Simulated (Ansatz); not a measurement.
One change: `O[SiH](S)CCl` becomes `O[SiH]([SiH3])CCl`.

Ansatz, PBE0-D4/def2-TZVP geometries, multiplicity 1. Each molecule was computed in one conformer, which needn't be the lowest.

```tsv
property	`O[SiH](S)CCl`
size of the dipole moment (B3LYP/def2-TZVPP) / D	0.98
HOMO energy (PBE/def2-TZVPP) / eV	-6.41
HOMO–LUMO gap (B3LYP/def2-TZVPP) / eV	7.12
LUMO energy (B3LYP/def2-TZVPP) / eV	-0.29
HOMO–LUMO gap (PBE0/def2-TZVPP) / eV	7.63
LUMO energy (ωB97M-V/def2-TZVPP) / eV	1.81
```

Q: Give the same properties after the change, and the shifts. (An estimate is asked.)

A: The calculation gave: 
```csv
property,`O[SiH]([SiH3])CCl`,shift
size of the dipole moment (B3LYP/def2-TZVPP) / D,0.86,-0.12
HOMO energy (PBE/def2-TZVPP) / eV,-6.68,-0.27
HOMO–LUMO gap (B3LYP/def2-TZVPP) / eV,6.98,-0.14
LUMO energy (B3LYP/def2-TZVPP) / eV,-0.72,-0.43
HOMO–LUMO gap (PBE0/def2-TZVPP) / eV,7.39,-0.24
LUMO energy (ωB97M-V/def2-TZVPP) / eV,1.30,-0.51
```

With PBE0 the HOMO falls by 0.25 eV and the LUMO falls by 0.49 eV, so the gap narrows by about 0.24 eV. PBE moves the HOMO by -0.27 eV and ωB97M-V by -0.12 eV. Dipoles are sizes alone; their direction can turn.

B3LYP here is the variant with VWN-RPA as its local correlation; programs differ in this.
